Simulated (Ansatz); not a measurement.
Basis-set extrapolation for `O=C(Cl)c1ccccc1` (PBE0-D4/def2-TZVP geometry, frozen core, the Gaussian-basis code of Ansatz). Multiplicity 1, RHF reference.

```json
{"": "HF", "def2-TZVPP": "-802.499347", "def2-QZVPP": "-802.526114"}
{"": "MP2 correlation", "def2-TZVPP": "-1.507135", "def2-QZVPP": "-1.614156"}
{"": "CCSD(T) correlation", "def2-TZVPP": "-1.616689", "def2-QZVPP": "not run"}
```

Energies in hartree. Use E(X) = E(∞) + A·exp(−7.88·√X) for Hartree–Fock and E(X) = E(∞) + B·X^(−2.97) for correlation, with X = 3 and 4, and add CCSD(T) minus MP2 of the smaller set to the MP2 limit.

**Question.** What is the CCSD(T) energy at the basis-set limit?

**Answer.** HF limit: -802.526114 + (-0.026767) × 0.13774 = -802.52980. MP2 limit: -1.614156 + (-0.107021) × 0.74074 = -1.69343. Higher-order term: -1.616689 − (-1.507135) = -0.10955. Total: -804.33278 hartree, 136.0 kcal/mol below CCSD(T)/def2-TZVPP.
